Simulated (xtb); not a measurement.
C₃H₃BrClF, SMILES F/C(Cl)=C(\C)Br. All values are semi-empirical tight-binding results from xtb (GFN2-xTB unless named), good for trends rather than for accurate numbers. Geometry optimised at GFN2-xTB. The structure was generated by enumeration; whether it is a known compound was not checked.

Computed properties:
```yaml
point_group_as_xtb_finds_it: Cs
orbital_gap: 4.11 eV
zero_point_energy: 32.4 kcal/mol
G − E(el) at 298.15 K (modified RRHO): 11.7 kcal/mol
static polarisability (D4 model): 71.3 bohr³
solvation energy, GFN2-xTB/ALPB(water): -1.8 kcal/mol
solvation energy, GFN2-xTB/ALPB(acetone): -6.4 kcal/mol
```
